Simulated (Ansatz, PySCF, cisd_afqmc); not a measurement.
System: SbH, charge 0, triplet. SbH (SMILES [SbH], triplet).
B3LYP-D3(BJ)/def2-TZVP minimum from Ansatz (a first-principles code):
```xyz
2

Sb     0.0000     0.0000    -0.0331
H      0.0000     0.0000     1.6894
```
Charge 0, spin multiplicity 3.

Atomisation energy term by term, kcal/mol (programs: Ansatz, cisd_afqmc). UHF or UKS for unpaired electrons; spin-orbit terms are left out. Cores are frozen in correlated methods (noble-gas shells, and filled d and f shells in the p block). Past Kr the def2 sets carry scalar-relativistic core potentials. The Monte Carlo rows (phaseless AFQMC, CISD trial, step 0.005/hartree) carry one-sigma bars that omit the constraint's bias. Outlying blocks are dropped, and bars are widened where a walk drifts. Over all cases where full CI ran beside it in this data, AFQMC minus full CI had a median of +0.1 mEh and passed +0.4 mEh in a tenth of the cases. CBS(X,Y): correlation extrapolated as X^-3, Hartree-Fock from the larger set. A bracket is a step between two methods taken in the basis named. For partners of very few electrons the exact lower level stands in for a higher one. Spin-orbit terms, left out, reach several kcal/mol for Br and I, and more for heavier atoms.

```
term                                                          basis  kcal/mol
-----------------------  ------------------------------------------  --------
Hartree-Fock                                             def2-QZVPP     37.78
CCSD correlation                         CBS(def2-TZVPP,def2-QZVPP)     21.37
(T)                                      CBS(def2-TZVPP,def2-QZVPP)      0.53
CCSDT(Q) - CCSD(T)                                       def2-QZVPP      0.12
CCSDTQ - CCSDT(Q)                                        def2-TZVPP      0.00
minus zero-point energy  Hessian by PySCF at B3LYP-D3(BJ)/def2-TZVP     -2.72
sum: D0                                                                  57.1
```

The step beyond CCSD(T) by other levels: CCSDTQ in def2-SVP 0.14; AFQMC/CISD in def2-SVP 0.05 ± 0.05; CCSDT(Q) in def2-SVP 0.14; CCSDTQ in def2-TZVPP 0.11; CCSDT(Q) in def2-TZVPP 0.10 kcal/mol.
